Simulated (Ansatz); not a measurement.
`[SiH3]C[SeH]` + H₂ → `C[SeH]` + SiH₄ at 298.15 K and 1 bar (hydrogenolysis of a C–Si bond).

Gas-phase electronic energies from Ansatz, PBE0-D4/def2-TZVP geometries. CCSD(T)/CBS adds triple-zeta CCSD(T) − MP2 to the extrapolated MP2 energy (def2 sets, frozen cores). This one scheme is used for every species. For Se outer-core shells are correlated without core-valence functions, which leaves a few kJ/mol of doubt a bond. Scalar relativity is left out up to krypton. Each species was taken in one conformer, which may not be the lowest.

```tsv
species	CCSD(T)/CBS energy (Eh)	H − E (kJ/mol)	S (J/(mol·K))
`[SiH3]C[SeH]`	-2731.43590	174.8	321.2
H₂	-1.17544	35.1	130.4
`C[SeH]`	-2441.15625	129.5	267.5
SiH₄	-291.46306	92.1	204.8
```

H − E and S are ideal-gas, rigid-rotor, harmonic terms from PBE0-D4/def2-TZVP, for one conformer and one mirror image of each species. The MP2-based limit puts H₂ 0.8 mEh under its directly extrapolated value; such offsets cancel only in part. 1 Eh = 2625.50 kJ/mol, R = 8.31446 J/(mol·K).

By hand: ΔE, ΔH, ΔS and ΔG.

ΔE = (-2441.15625) + (-291.46306) − (-2731.43590) − (-1.17544) = -0.00797 Eh = -20.9 kJ/mol. Δ(H − E) = 129.5 + 92.1 − 174.8 − 35.1 = 11.7, so ΔH = -9.2 kJ/mol. ΔS = 267.5 + 204.8 − 321.2 − 130.4 = 20.7 J/(mol·K). ΔG = -9.2 − 298.15 × (20.7)/1000 = -15.4 kJ/mol.

By hand: the equilibrium constant, and the temperature at which ΔG would vanish if ΔH and ΔS stayed fixed.

log₁₀ K = −ΔG/(RT ln 10) = 2.7. ΔH and −TΔS have one sign here, so there is no such temperature.

TΔS isn't small against ΔH here. A doubt of 5 kJ/mol in ΔE shifts log₁₀ K by 0.9 here. Other conformers and mirror images would add mixing entropy, several J/(mol·K) or more a flexible species. These are equilibria of isolated gas molecules and say nothing of rates. Largest T1 diagnostic: 0.011 (customary marks: 0.02 for closed shells, 0.045 for open ones).
